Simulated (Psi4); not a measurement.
HAl (SMILES [AlH]), singlet, geometry from GFN2-xTB (such geometries of metal compounds can be far from the true shape). Base run: CAM-B3LYP/def2-SV(P) in Psi4.

The Psi4 input:
```
memory 2 GB

molecule mol {
0 1
  Al   -0.000000   -0.000000   -0.115220
  H     0.000000    0.000000    1.497855
}

set basis def2-sv(p)
set reference rks

energy('cam-b3lyp')
print_variables()
```

Each row names what was changed in the base input (with any setting that the change needs).

```
change                                    E (Eh)  dipole (D)
------------------------------------  ----------  ----------
base                                  -242.89354        0.21
functional = wb97m-v                  -242.87330        0.09
functional = svwn                     -242.09988        0.24
functional = r2scan                   -242.85506        0.36
functional = bhhlyp                   -242.89521        0.21
functional = b3lyp                    -242.91702        0.18
functional = m06                      -242.88194        0.20
functional = tpss                     -242.91135        0.33
functional = wb97x                    -242.88108        0.36
functional = revpbe                   -242.83947        0.30
functional = b97m-v                   -242.83575        0.09
functional = hf (with energy('scf'))  -242.37137        0.41
functional = tpssh                    -242.90513        0.33
```

Totals shift with the method and basis; they matter in differences.
